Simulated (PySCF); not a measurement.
Two-dimensional NMR puzzle

Compound of formula C4H6FNSi. Correlations simulated from computed shifts and the bond graph:

HSQC (one-bond C–H):
| δH | δC |
| --- | --- |
| 7.24 | 166.3 |
| 2.01 | 16.9 |

HMBC (two and three bonds, from the bond graph):
| δH | δC |
| --- | --- |
| 7.24 | 111.5, 16.9 |
| 4.89 | 166.3, 123.1, 111.5, 16.9 |
| 2.01 | 166.3, 111.5 |

Carbons without hydrogens: δ 123.1, 111.5.

Theory: structure optimised with GFN2-xTB, shielding tensors at PBE0/pcSseg-1 (GIAO), in PySCF (no solvent model, averaged over atoms made equivalent by symmetry, fast rotation or ring inversion, relativity neglected, single conformer).

Chemical shifts δ = σref − σ; 1H (σ = 31.72 ppm), 13C (σ = 186.93 ppm) against TMS, all at this level.

Exchangeable hydrogens are left out of these lists.

Q: Which molecule is this?

A: SMILES C/C(=C/F)[SiH2]C#N.

Atoms are numbered as in `[CH3:1]/[C:2](=[CH:3]/[F:4])[SiH2:5][C:6]#[N:7]` (H(Xn): hydrogen on atom n).

- δC 166.3 is C3, an alkene CH (δH 7.24).
- δC 123.1 is C6, a nitrile carbon.
- δC 111.5 is C2, a fully substituted alkene carbon.
- δC 16.9 is C1, an allylic methyl carbon (δH 2.01).
- HMBC from δH 7.24 reaches the proton-free carbon C2.
- HMBC from δH 4.89 reaches the proton-free carbons C6, C2.
- HMBC from δH 2.01 reaches the proton-free carbon C2.

The shifts were computed for this structure.

Shifts are as computed. Against solution values, carbons near 30 ppm lie about +3 ppm off and those near 130 ppm about +5 ppm. Of 1309 compounds with measured shifts, 239 miss one by over three times the rms of a fit or turn the order of signals round; such compounds aren't used in these exercises.
